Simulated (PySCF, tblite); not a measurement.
Compound: C4H9F3N2.
SMILES with atom numbers: `[CH3:1][NH:2][N:3]([CH3:4])[CH2:5][C:6]([F:7])([F:8])[F:9]` (hydrogens: H10, H11, H12 on C1; H13 on N2; H14, H15, H16 on C4; H17, H18 on C5)

Jobs on this species (18 atoms, 74 electrons) with PySCF (density fitting) and tblite. Hardware of each: one thread, Arm Neoverse N1 (aarch64), no GPU, shared host. Times come from a shared host and carry two figures at best.

```csv
level and settings,work,basis functions,SCF cycles,wall time
PBE0/pcSseg-1,"shieldings, charges and field gradients",198,?,?
"PBE0/pcSseg-1, IEF-PCM dimethylsulfoxide",shieldings,198,?,?
"CAM-B3LYP/def2-SVPD, IEF-PCM chloroform","6 singlets by full TDDFT, polarisability",261,12,2.1 min
"PBE0-D3(BJ)/def2-SVP, grid level 1",geometry optimisation from a GFN2-xTB start shaken at random,171,71,4.5 min
"PBE0/pcSseg-1, IEF-PCM chloroform","shieldings, charges and field gradients",198,12,61 s
GFN2-xTB,Hessian by finite differences,–,–,0.91 s
"delta-SCF UKS SCAN, pcX-2 on the ionised atom, pcseg-1 elsewhere, spin-free X2C","ΔSCF core ionisation, 7 holes",202,121,3.9 min
B97-2/pcSseg-1,shieldings,198,12,55 s
GFN2-xTB,L-BFGS relaxation,–,–,1.2 s
```

**Question.** Fill in the missing figures.

**Answer.** 
- PBE0/pcSseg-1; shieldings, charges and field gradients: 59 s, 12 SCF cycles
- PBE0/pcSseg-1, IEF-PCM dimethylsulfoxide; shieldings: 58 s, 12 SCF cycles

**Question.** What do all jobs in the table cost together?

**Answer.** About 14 min; the longest takes about 31 % of that, and about 300 times as long as the shortest.
